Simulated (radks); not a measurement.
Values are calculated unless marked as measured or tabulated.
Spherical quantum dot in the effective-mass picture: electrons in a parabolic well V = omega^2 r^2 / 2 with omega = 0.621, all in effective atomic units (hartree* = m*/eps^2 hartree, bohr* = eps/m* bohr), one dielectric constant everywhere. Level of theory: non-relativistic Kohn-Sham, r2SCAN, spin-polarised, spherical densities, generalised Kohn-Sham scheme (a radial shooting solver with Libxc functionals). Levels are named by radial order and angular momentum (1s, 1p, 1d, 2s, ...), and open shells are averaged over m.

N = 4, configuration 1s2 1p(up 2, down 0). This is the lowest configuration that the search found. Occupied and some empty levels:

level    occupation  eigenvalue (hartree*)  <r> (bohr*)
1s up             1                 2.4736        1.722
1s down           1                 2.5722        1.662
1p up             2                 2.9336        2.136
1p down           0                 3.0517        2.122
1d up             0                 3.4693        2.468
1d down           0                 3.5839        2.458
2s up             0                 3.5859        2.224
2s down           0                 3.6394        2.196
1f up             0                 4.0511        2.758
1f down           0                 4.1658        2.732

Energy (hartree*): total 7.60751, kinetic 1.9431, external 3.2062, Hartree 3.7437, exchange-correlation -1.2855.

Electron density:

r (bohr*)  n(r) (e/bohr*^3)
0.286               0.09395
0.594               0.09315
0.901               0.08984
1.21                0.08207
1.52                0.06935
1.82                0.05303
2.13                0.03604
2.44                0.02166
2.75                0.01140
3.05               0.005259
3.36               0.002120
3.67              0.0007447
3.98              0.0002303
